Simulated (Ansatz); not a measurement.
MoAu₄⁻, relaxed as a doublet with UKS r2SCAN-D4/def2-SVPD in Ansatz, starting from the GFN2-xTB geometry. Force threshold 0.02 eV/Å.

In the def2 sets Au, Mo take a core potential; there is no spin–orbit coupling. The charge -1 doublet is spin-contaminated (final ⟨S²⟩ up to 1.78, 0.75 for a pure state). The relaxation made no stability test and no search for a lower SCF solution. No other spin state of charge -1 was run. Another isomer (doublet) lies 0.06 eV lower at PBE0-D4/def2-TZVPD; other spin states weren't run for this one.

Start:

```xyz
5

Mo   -0.1335    0.1711   -1.0701
Au   -0.4814    0.7751    1.9366
Au   -1.8162    1.4944   -0.1006
Au    0.9424   -0.9034    0.7160
Au    1.4886   -1.5372   -1.4819
```

(1) Estimate the energy that the relaxation releases and the steps that it takes.

(2) Does the start keep its bonding?

(3) Predict the relaxed structure.

Results:

(1) 62.4 kcal/mol, in 19 steps; 4.6 min on 4 threads of Arm Neoverse V2 on a shared host. No frequencies were taken in this run, so the end may be a saddle point.

(2) Bonds lost: Au4–Au5 (atoms count from 1).

(3) 
| atom | x (Å) | y (Å) | z (Å) |
| --- | --- | --- | --- |
| Mo1 | 0.0349 | -0.1689 | -0.3469 |
| Au2 | -0.9465 | 0.5769 | 1.9861 |
| Au3 | -1.6386 | 1.7179 | -0.7061 |
| Au4 | 1.7044 | -0.7226 | 1.4938 |
| Au5 | 0.8458 | -1.4033 | -2.4270 |
Bond lengths (bridged metal pairs left out): 4 × Au–Mo 2.55 to 2.64 Å; 2 × Au–Au 2.99 to 3.00 Å.
